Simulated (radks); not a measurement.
Valence configurations of neutral thallium. All-electron calculation, scalar-relativistic Kohn-Sham, LDA (Slater exchange, Perdew-Wang correlation), spin-polarised, spherical densities, point nucleus; open shells are filled with parallel spins first (spin-orbit coupling, left out, can overturn this in heavy ions). Program: a radial shooting solver on a logarithmic mesh with Libxc functionals. Energies are relative to [Hg] 6p1; eigenvalues in eV for spin up.

| valence | E (eV) | moment (Bohr magnetons) | e(4f) | e(5d) | e(6p) | e(6s) |
|---|---|---|---|---|---|---|
| [Hg] 6p1 | 0.000 | 1 | -114.36 | -15.624 | -2.772 | -9.982 |
| [Xe] 4f14 5d9.5 6s2 6p1.5 | 6.701 | 2 | -117.20 | -17.922 | -3.436 | -11.191 |
| [Xe] 4f14 5d9 6s2 6p2 | 14.032 | 3 | -120.01 | -20.171 | -4.056 | -12.331 |
| [Xe] 4f14 5d10 6p3 | 14.402 | 3 | -117.84 | -18.993 | -4.523 | - |
| [Xe] 4f14 5d8 6s2 6p3 | 30.530 | 5 | -125.65 | -24.591 | -5.215 | -14.469 |
| [Xe] 4f14 5d9 6p4 | 31.293 | 3 | -123.48 | -23.372 | -5.416 | - |
| [Xe] 4f13.5 5d8 6s2 6p3.5 | 93.509 | 5 | -135.41 | -27.636 | -5.702 | -15.511 |
| [Xe] 4f13 5d10 6s2 6p2 | 119.79 | 3 | -133.39 | -21.454 | -4.054 | -12.400 |
| [Xe] 4f13 5d10 6s1 6p3 | 126.92 | 5 | -134.91 | -23.041 | -4.965 | -13.748 |
| [Xe] 4f13 5d9 6s2 6p3 | 138.15 | 5 | -139.20 | -26.029 | -5.232 | -14.583 |

NIST lists [Hg] 6p1 as the ground configuration; this level of theory agrees among the configurations tried. The energies are those of spherical high-spin densities, not of single terms.
